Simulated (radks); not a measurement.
Values are calculated unless marked as measured or tabulated.
Species: F4+. Configuration: [He] 2s2 2p1.

Level of theory: scalar-relativistic Kohn-Sham, BLYP, spin-polarised, spherical densities, point nucleus; open shells are filled with parallel spins first (a radial shooting solver on a logarithmic mesh with Libxc functionals).

Energy parts (Ry):
| part | energy |
|---|---|
| total | -184.71853 |
| kinetic | 184.80410 |
| electron-nucleus | -404.14249 |
| Hartree | 50.09286 |
| exchange-correlation | -15.47299 |

Orbitals (lengths in bohr, moments of r in powers of bohr; <r^-3> diverges for s and p1/2; r(90%) holds 90 % of the orbital's charge):
| orbital | occ. | eigenvalue (Ry) | <1/r> | <r^2> | <r^-3> | r(90%) |
|---|---|---|---|---|---|---|
| 1s up | 1 | -57.22436 | 8.642 | 0.04174 | - | 0.315 |
| 1s down | 1 | -57.12597 | 8.653 | 0.04158 | - | 0.314 |
| 2s up | 1 | -8.68483 | 1.753 | 0.8218 | - | 1.29 |
| 2s down | 1 | -8.42778 | 1.732 | 0.8403 | - | 1.31 |
| 2p up | 1 | -7.42801 | 1.672 | 0.7212 | 13.94 | 1.25 |
| 2p down | 0 | -7.15363 | 1.655 | 0.7442 | 13.68 | 1.28 |

The highest occupied level is 2p up at -101.06 eV. Summed over all electrons, <r^2> = 2.467 bohr^2, which gives a Langevin (diamagnetic) susceptibility term of -1.95 x 10^-6 cm^3/mol.
